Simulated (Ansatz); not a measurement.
Geometry optimisation, RHF/STO-3G (Ansatz).

input.yaml

```yaml
crystal:
  periodic: [false, false, false]
  atoms:
    - { symbol: Si, position_ang: [0.0, 0.0, 0.0] }
    - { symbol: O, position_ang: [0.0, 0.0, 1.68] }
    - { symbol: C, position_ang: [-1.1112, -0.3437, 2.4945] }
    - { symbol: H, position_ang: [-1.814, -0.9775, 1.9143] }
    - { symbol: H, position_ang: [-0.7584, -0.9037, 3.3856] }
    - { symbol: H, position_ang: [-1.6313, 0.5809, 2.8212] }
    - { symbol: Si, position_ang: [2.0935, 0.0, -0.7393] }
    - { symbol: H, position_ang: [2.5508, -1.3762, -0.9079] }
    - { symbol: H, position_ang: [2.1573, 0.6939, -2.0222] }
    - { symbol: H, position_ang: [2.951, 0.6823, 0.2255] }
    - { symbol: O, position_ang: [-0.7913, 1.3709, -0.5594] }
    - { symbol: H, position_ang: [-1.7491, 1.1401, -0.7818] }
    - { symbol: O, position_ang: [-0.7913, -1.3709, -0.5594] }
    - { symbol: H, position_ang: [-1.2459, -1.8365, 0.2129] }
basis:
  gaussian: { orbitals: STO-3G }
hamiltonian:
  xc: hf
relax:
  f_tol: 0.02
  max_steps: 40
output:
  orbitals: {}
```

Run as:

```bash
$ ansatz run input.yaml --threads 1 --pin off --max-ram 2048MiB --backend cpu --events-out ev --progress --plain --runs-dir out
```

Task: Where does it end, and by what steps?

Result: It converged. The force dipped under the threshold on the way, but the program's further checks kept it going. Limits of this set-up: minimal basis. After 13 steps the energy has fallen by 0.414 eV; H14 moved furthest, 0.86 Å.

```json
{"step": "0", "energy less start (eV)": "0.0000", "largest force component (eV/Å)": "1.513", "accepted": "yes"}
{"step": "1", "energy less start (eV)": "-0.2302", "largest force component (eV/Å)": "0.533", "accepted": "yes"}
{"step": "2", "energy less start (eV)": "-0.2863", "largest force component (eV/Å)": "0.331", "accepted": "yes"}
{"step": "3", "energy less start (eV)": "-0.3481", "largest force component (eV/Å)": "0.273", "accepted": "yes"}
{"step": "4", "energy less start (eV)": "-0.3783", "largest force component (eV/Å)": "0.275", "accepted": "yes"}
{"step": "5", "energy less start (eV)": "-0.3901", "largest force component (eV/Å)": "0.095", "accepted": "yes"}
{"step": "6", "energy less start (eV)": "-0.3934", "largest force component (eV/Å)": "0.704", "accepted": "yes"}
{"step": "7", "energy less start (eV)": "-0.3940", "largest force component (eV/Å)": "0.776", "accepted": "yes"}
{"step": "8", "energy less start (eV)": "-0.4077", "largest force component (eV/Å)": "0.055", "accepted": "yes"}
{"step": "9", "energy less start (eV)": "-0.4111", "largest force component (eV/Å)": "0.068", "accepted": "yes"}
{"step": "10", "energy less start (eV)": "-0.4130", "largest force component (eV/Å)": "0.012", "accepted": "yes"}
{"step": "11", "energy less start (eV)": "-0.4130", "largest force component (eV/Å)": "0.189", "accepted": "yes"}
{"step": "12", "energy less start (eV)": "-0.4131", "largest force component (eV/Å)": "0.074", "accepted": "yes"}
{"step": "13", "energy less start (eV)": "-0.4136", "largest force component (eV/Å)": "0.007", "accepted": "yes"}
```

```xyz
14
Properties=species:S:1:pos:R:3
Si -0.023 -0.072 0.062
O 0.072 -0.408 1.703
C -1.142 -0.289 2.437
H -1.943 -0.928 2.046
H -0.957 -0.593 3.471
H -1.523 0.739 2.460
Si 2.087 -0.021 -0.734
H 2.661 -1.322 -0.677
H 2.095 0.411 -2.090
H 2.891 0.865 0.035
O -0.806 1.381 -0.194
H -1.767 1.195 -0.300
O -1.054 -1.196 -0.628
H -0.731 -2.102 -0.427
```

Whether the end is a true minimum wasn't checked by a vibrational analysis.

The run took 25 s on 1 thread of Arm Neoverse V1, on a shared host, peak memory 0.11 GiB.
